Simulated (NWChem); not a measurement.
NH$_{3}$SeS; SMILES N[Se]S

```xyz
6

Se     0.4351    -0.4542    -0.0077
N     -1.1966    -1.3596    -0.0130
H     -1.2840    -1.9421     0.8149
H     -1.2925    -1.9184    -0.8562
S     -0.2169     1.6838    -0.0552
H     -0.3709     1.8810     1.2758
```
Atoms are numbered in this order, from 1.

Computed with NWChem. Medium grid unless said otherwise, to which SCAN and Minnesota functionals are sensitive. Geometry: optimised at B3LYP/6-31G* (spherical d). Hybrids' shares of exact exchange are those that their runs print; pure functionals count as 0. The functionals differ in more than this share.

| row | share of exact exchange | orbital gap (eV) |
|---|---|---|
| PBE/def2-TZVP | 0.00 | 3.66 |
| MN15-L/def2-TZVP | 0.00 | 4.57 |
| B3LYP/def2-TZVP | 0.20 | 5.27 |
| PBE0/def2-TZVP | 0.25 | 5.75 |
| M06/def2-TZVP | 0.27 | 5.81 |
| M06-2X/def2-TZVP | 0.54 | withheld |

Q: Fit a straight line of the last column on the one before it, predict the withheld value, and compare with the run.

A: 
1. Means of the 5 shown rows: x = 0.144, y = 5.012. Slope Σ(x − x̄)(y − ȳ)/Σ(x − x̄)² = 0.4516/0.07172 = 6.296; intercept 4.105.
2. The shown rows scatter about the line by 0.293 (root mean square); the largest residual is +0.46, at MN15-L/def2-TZVP.
3. At x = 0.54 (M06-2X/def2-TZVP; beyond the shown range) the line gives 7.50.
4. The run gives 7.81, +0.31 from the line, 1.1 times the scatter.
